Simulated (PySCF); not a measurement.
C₅H₁₅NOSi.
InChI=1S/C5H15NOSi/c1-3-5-8(6)7-4-2/h8H,3-6H2,1-2H3/t8-/m1/s1

The closed-shell ground state was solved at several levels (PySCF, density fitting, gas phase, non-relativistic). One conformer (not necessarily the lowest) at the PBE0-D3(BJ)/def2-SVP geometry, without solvent, vibrations or thermal averaging.

```
            level  basis functions  total energy (Eh)  HOMO (eV)  LUMO (eV)  gap (eV)  dipole (D)
    PBE0/pcSseg-1              218          -618.5472      -7.26       1.16      8.42        1.62
mPW1PW91/pcSseg-1              218          -618.9954      -7.30       1.16      8.46        1.62
```

(1) Estimate the row for B3LYP/def2-SVPD, a basis of 287 functions; the other rows only guide the guess.

(2) Over all these levels, which gives the widest orbital gap and which the narrowest?

(3) How far do the dipole and the HOMO energy spread over the levels?

Answers

(1) Total energy -618.8292 Eh, HOMO -7.10 eV, LUMO 0.21 eV, gap 7.31 eV, dipole 1.43 D.

(2) mPW1PW91/pcSseg-1 (global hybrid, 25 % exact exchange) has the widest, 8.46 eV, and B3LYP/def2-SVPD (global hybrid, 20 % exact exchange) the narrowest, 7.31 eV. Functional and basis both differ between the two, so the spread mixes both effects.

(3) The dipole runs from 1.43 to 1.62 D (mean 1.56 D) and the HOMO from -7.30 to -7.10 eV.
